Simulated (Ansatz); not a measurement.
C2H6BNO can be A, `CC(=N)BO`, or B, `BOC(=C)N`.

Program: Ansatz. Geometries: PBE0-D4/def2-TZVP. ΔE: electronic, gas phase. CBS: MP2 limit from def2 TZ/QZ plus the TZ coupled-cluster correction, frozen cores. Functionals use def2-TZVPP. B3LYP here is the variant with VWN-RPA as its local correlation; programs differ in this. Each species was taken in one conformer, which may not be the lowest.

A:

```xyz
11

C     1.0573    0.2611   -0.7832
C    -0.3892    0.1758   -0.3927
N    -1.3640    0.5198   -1.1418
B    -0.7849   -0.3717    1.0332
O     0.2179   -0.7538    1.8573
H     1.6050    0.8977   -0.0824
H     1.5267   -0.7253   -0.7268
H     1.1785    0.6569   -1.7945
H    -1.0255    0.8622   -2.0472
H    -1.9318   -0.4458    1.3707
H    -0.0901   -1.0769    2.7073
```

B:

Z-matrix (Å, degrees):
```
B
O 1 1.347
H 1 1.194 2 115.8
H 1 1.199 2 122.6 3 178.9
C 2 1.369 1 127.9 3 179.2
N 5 1.379 2 115.6 1 -11.1
C 5 1.332 2 117.9 1 172.8
H 6 1.007 5 113.5 2 171.9
H 6 1.008 5 115.3 2 39.9
H 7 1.081 5 120.9 2 -178.7
H 7 1.079 5 119.7 2 2.7
```

(1) Which is lower in electronic energy at CCSD(T)/CBS, and by how much? (An estimate is asked.)

(2) Give E(B) − E(A) in kJ/mol with B3LYP-D4, r2SCAN-D4, PBE-D4, CCSD(T)/def2-TZVPP, PBE0-D4, MP2/def2-TZVPP, HF/def2-TZVPP. (Best estimate.)

Largest T1 diagnostic: 0.014.

Results:

(1) The calculation gave: A, by 80.7 kJ/mol.

(2) Computed: B3LYP-D4 67.8, r2SCAN-D4 66.8, PBE-D4 67.5, CCSD(T)/def2-TZVPP 82.3, PBE0-D4 68.4, MP2/def2-TZVPP 81.5, HF/def2-TZVPP 73.2. None reverses the order clearly.

In def2-TZVPP, CCSD(T) changes the Hartree–Fock value by +9.1 kJ/mol (the triples alone add +0.1 kJ/mol) and MP2 by +8.4 kJ/mol.
